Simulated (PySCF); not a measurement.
Computed IR spectrum (relative IR intensity) of a molecule C4H12O3Si. Geometry optimised at r2SCAN-D4/def2-SVP. Other conformers were not sampled. All values below come from r2SCAN-D4/def2-SVP in PySCF. Frequencies are harmonic and unscaled.

```json
[
 {"ν (cm⁻¹)": "79", "relative intensity": "5.3"},
 {"ν (cm⁻¹)": "126", "relative intensity": "44"},
 {"ν (cm⁻¹)": "133", "relative intensity": "14"},
 {"ν (cm⁻¹)": "223", "relative intensity": "18"},
 {"ν (cm⁻¹)": "245", "relative intensity": "11"},
 {"ν (cm⁻¹)": "262", "relative intensity": "2.5"},
 {"ν (cm⁻¹)": "276", "relative intensity": "23"},
 {"ν (cm⁻¹)": "319", "relative intensity": "15"},
 {"ν (cm⁻¹)": "367", "relative intensity": "40"},
 {"ν (cm⁻¹)": "401", "relative intensity": "49"},
 {"ν (cm⁻¹)": "419", "relative intensity": "4.8"},
 {"ν (cm⁻¹)": "687", "relative intensity": "6.4"},
 {"ν (cm⁻¹)": "705", "relative intensity": "5.1"},
 {"ν (cm⁻¹)": "750", "relative intensity": "4.9"},
 {"ν (cm⁻¹)": "780", "relative intensity": "79"},
 {"ν (cm⁻¹)": "792", "relative intensity": "57"},
 {"ν (cm⁻¹)": "804", "relative intensity": "100"},
 {"ν (cm⁻¹)": "873", "relative intensity": "91"},
 {"ν (cm⁻¹)": "898", "relative intensity": "4.5"},
 {"ν (cm⁻¹)": "943", "relative intensity": "85"},
 {"ν (cm⁻¹)": "960", "relative intensity": "84"},
 {"ν (cm⁻¹)": "1028", "relative intensity": "19"},
 {"ν (cm⁻¹)": "1096", "relative intensity": "13"},
 {"ν (cm⁻¹)": "1203", "relative intensity": "9.4"},
 {"ν (cm⁻¹)": "1311", "relative intensity": "8.9"},
 {"ν (cm⁻¹)": "1419", "relative intensity": "2.5"},
 {"ν (cm⁻¹)": "1469", "relative intensity": "4.3"},
 {"ν (cm⁻¹)": "1481", "relative intensity": "3.2"},
 {"ν (cm⁻¹)": "3008", "relative intensity": "8.7"},
 {"ν (cm⁻¹)": "3021", "relative intensity": "23"},
 {"ν (cm⁻¹)": "3026", "relative intensity": "24"},
 {"ν (cm⁻¹)": "3050", "relative intensity": "3.5"},
 {"ν (cm⁻¹)": "3081", "relative intensity": "21"},
 {"ν (cm⁻¹)": "3117", "relative intensity": "20"},
 {"ν (cm⁻¹)": "3125", "relative intensity": "15"},
 {"ν (cm⁻¹)": "3876", "relative intensity": "47"},
 {"ν (cm⁻¹)": "3889", "relative intensity": "93"}
]
```

Identify the compound among the candidates.
A) CC(C)(C)[Si](O)(O)O
B) CCCC[Si](O)(O)O
C) CCC[Si](O)(O)OC
D) CC(C)O[Si](C)(O)O

B, CCCC[Si](O)(O)O
